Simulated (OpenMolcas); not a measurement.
Ru5+ with 6 ligands (fluoride) in octahedral coordination (Oh). A charge of +0.167 e stands 3.2 Å behind each ligand. Ligand basis ANO-RCC-VDZP.

| Item | Value |
| --- | --- |
| Program | OpenMolcas |
| Method | CASSCF |
| Basis | ANO-RCC-VDZP [6s5p3d1f] |
| Scalar Hamiltonian | DKH2, point nucleus |
| Active space | 3 electrons in 5 orbitals (4d) |
| State averaging | 2S+1 = 4 even, 10 roots; 2S+1 = 2 even, 40 roots |
| Spin-orbit coupling | state interaction with AMFI integrals over the reference wave functions |

All ligands move together. At R = 1.85 Å the first state of the same spin is 36912 cm-1, and at R = 1.97 Å it is 29645 cm-1.

A third run gives 34818 cm-1. What distance was it run at?

With a power law R^-n the two known points give n = -ln(29645 / 36912) / ln(1.97 / 1.85) = 3.49. Then R = 1.85 × (36912 / 34818)^(1/3.49) = 1.881 Å. The run was at 1.88 Å, so the estimate is off by +0.001 Å.

Without dynamic correlation the repulsion within the d shell is too large (B by tens of per cent), so at a given field states of lower spin stand too high. With metal d orbitals alone the field can be off either way by tens of per cent. Ligand-to-metal charge-transfer states are missing. With no ligand orbital active B as a rule stays too high, so bands that hang on it stand too high and its fall with covalency is understated. The least metal-like active orbital is 68 % on the metal (Löwdin) and no ligand orbital is active, so the numbers are rough (holds for R = 1.85; R = 1.88). The least metal-like active orbital is 66 % on the metal (Löwdin) and no ligand orbital is active, so the numbers are rough (holds for R = 1.97). No measured value stands beside these numbers; the geometry was imposed, not optimised, and the real ion may take another.
